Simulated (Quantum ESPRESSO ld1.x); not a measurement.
Q: Tl+, configuration [Hg] (the NIST ground configuration). Calculated with ld1.x of Quantum ESPRESSO 7.5: scalar-relativistic Kohn-Sham, PW86 exchange with PBE correlation, spin-unpolarised, spherical densities, point nucleus. Some entries of the table are withheld. Estimate them.

| orbital | occ. | eigenvalue (hartree) | <r^2> (bohr^2) | <r> (bohr) |
|---|---|---|---|---|
| 1s | 2 | (1) | 0.0003684 | 0.01631 |
| 2s | 2 | -560.617 | (2) | 0.06872 |
| 2p | 6 | -482.012 | (3) | (4) |
| 3s | 2 | -134.041 | 0.03603 | 0.1775 |
| 3p | 6 | -111.416 | 0.03726 | 0.1792 |
| 3d | 10 | -88.0223 | 0.03088 | 0.1624 |
| 4s | 2 | -30.1509 | 0.1729 | 0.3915 |
| 4p | 6 | -22.7375 | 0.1979 | 0.4174 |
| 4d | 10 | -14.0526 | 0.2231 | 0.4397 |
| 5s | 2 | (5) | 0.8636 | 0.8779 |
| 4f | 14 | -4.45080 | 0.2629 | 0.4677 |
| 5p | 6 | -3.06051 | 1.148 | 1.008 |
| 5d | 10 | -0.83350 | 2.252 | 1.385 |
| 6s | 2 | -0.60090 | 6.501 | 2.398 |

A: 
(1) 1s eigenvalue (hartree): -3147.82
(2) 2s <r^2> (bohr^2): 0.005600
(3) 2p <r^2> (bohr^2): 0.004755
(4) 2p <r> (bohr): 0.06235
(5) 5s eigenvalue (hartree): -5.07365
